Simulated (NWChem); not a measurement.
Species: C4H8; SMILES C/C=C\C

All runs: NWChem. The geometry was optimised at B3LYP/6-31G* (spherical d). Ions are spin-unrestricted doublets at the neutral geometry; other ion states weren't tried. Functional: LC-ωPBE (HJS hole) with def2-SVP; rows give the range parameter ω in 1/bohr.

| range parameter (1/bohr) | vertical ionisation energy, ΔSCF (eV) | −ε(HOMO) (eV) | ΔSCF minus −ε(HOMO) (eV) |
|---|---|---|---|
| 0.05 | 9.02 | 6.44 | 2.58 |
| 0.15 | ? | ? | ? |
| 0.20 | 9.13 | 8.30 | 0.83 |
| 0.40 | 9.26 | 9.59 | -0.33 |
| 0.50 | 9.26 | 9.90 | -0.64 |

**Question.** Fill in the missing entries.

**Answer.** 
- 0.15, vertical ionisation energy, ΔSCF (eV): 9.08
- 0.15, −ε(HOMO) (eV): 7.78
- 0.15, ΔSCF minus −ε(HOMO) (eV): 1.30
